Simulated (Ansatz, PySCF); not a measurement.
Gas-phase reaction R1 + 3 R2 → 3 P1, each structure at its B3LYP-D3(BJ)/def2-TZVP stationary point, reached from a drawn start (curvature not checked).
R1, B3H3O6 (SMILES OB1OB(O)OB(O)O1) (charge 0, multiplicity 1):
```xyz
12

O     -1.052     2.526     0.170
B     -0.583     1.257     0.104
O     -1.417     0.219     0.437
B     -0.967    -1.080     0.378
O     -1.812    -2.083     0.713
O      0.333    -1.344    -0.018
B      1.176    -0.310    -0.354
O      2.443    -0.598    -0.739
O      0.721     0.996    -0.295
H     -0.394     3.181    -0.082
H     -1.403    -2.951     0.640
H      2.956     0.188    -0.954
```
R2, BH3O3 (SMILES OB(O)O) (charge 0, multiplicity 1):
```xyz
7

O     -1.33524    -0.23723     0.19110
B     -0.00001    -0.00001    -0.00006
O      0.44434     1.27707    -0.21754
O      0.89088    -1.03986     0.02626
H     -1.53143    -1.16808     0.33440
H     -0.26717     1.92456    -0.21491
H      1.79863    -0.75644    -0.11924
```
P1: B2H4O5 (SMILES OB(O)OB(O)O), charge 0, multiplicity 1.

P less R. No zero-point or thermal terms. One arrangement of each flexible species, with no search for the lowest.

Codes used: Ansatz (a program for electronic structure); PySCF for the D3/D4 terms. No computed number here is a measurement.

One of these levels gives -40.2 meV for the reaction energy. Which?
(A) HF/cc-pVDZ
(B) SVWN5/def2-TZVPP
(C) revPBE-D4/def2-TZVPP

B, SVWN5/def2-TZVPP. The others give 77.6 (HF/cc-pVDZ), 19.5 (revPBE-D4/def2-TZVPP)
